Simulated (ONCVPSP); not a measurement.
**Mn: one change to an ONCV potential, before and after**

```
Element                 : manganese (Mn)
Generator               : ONCVPSP 4.0.1
Type                    : optimised norm-conserving Vanderbilt (ONCV)
Functional              : PBE
Relativity              : scalar-relativistic
Frozen core             : [Ar]
Valence charge          : 7
Reference configuration : 3d5 4s1 (charge +1)
Partial waves           : 4s: rc 2.00 bohr, ncon 5, nbas 9, qcut 4.1 1/bohr, 2 projectors, debl 1.1 Ha; p scattering state at 0.22 Ha: rc 1.90 bohr, ncon 3, nbas 6, qcut 5.2 1/bohr, 2 projectors, debl 3 Ha; 3d: rc 1.00 bohr, ncon 4, nbas 8, qcut 9.7 1/bohr, 2 projectors, debl 1.9 Ha
Local potential         : polynomial inside 0.85 bohr (lpopt 4, dvloc0 3 Ha)
Core correction         : none
```

Change: p: rc 2.02. In the p channel the program set the typed energies aside and used 0.050, 3.050 Ha.

Cutoffs: the cutoffs (Ha) at which the residual kinetic energy of the hardest occupied pseudo-wave falls to 1 and 0.1 mHa per electron; they do not see the model core or the augmentation charge, which bear on the density cutoff. Errors are all-electron minus pseudo energies relative to the spin-unpolarised reference configuration.

Q: What does the change do?

A: The potential gets neither clearly harder nor softer (216 Ha and 251 Ha → 216 Ha and 251 Ha); the bound ghosts move from p, s to s; the number of tests with a reliable result goes from 4 to 3; the errors of the 3 common tests hardly move.

```tsv
quantity	base	changed
cutoff, loose	216 Ha	216 Ha
cutoff, tight	251 Ha	251 Ha
bound ghosts	s, p	s
GHOST(+) flags under 300 eV	p at 158.3 eV	p at 128.3 eV
tests with a reliable result	4 of 4	3 of 4
error for 3d5 4s2, meV [ΔE -8.42 eV]	+14	+14
error for 3d5 4s0, meV [ΔE 15.60 eV]	+67	+67
error for 3d4 4s0, meV [ΔE 48.12 eV]	+107	+107
s: phases at 2.03 bohr within 0.05 rad from the reference energy up to (Ha; the scan ends near 5)	4.1	4.1
d: phases at 1.01 bohr within 0.05 rad from the reference energy up to (Ha; the scan ends near 5)	to the end of the scan	to the end of the scan
```

 A true bound ghost makes a file unfit for plane-wave use even where its test errors are small: the radial tests pick states by their node count and pass the ghost by.
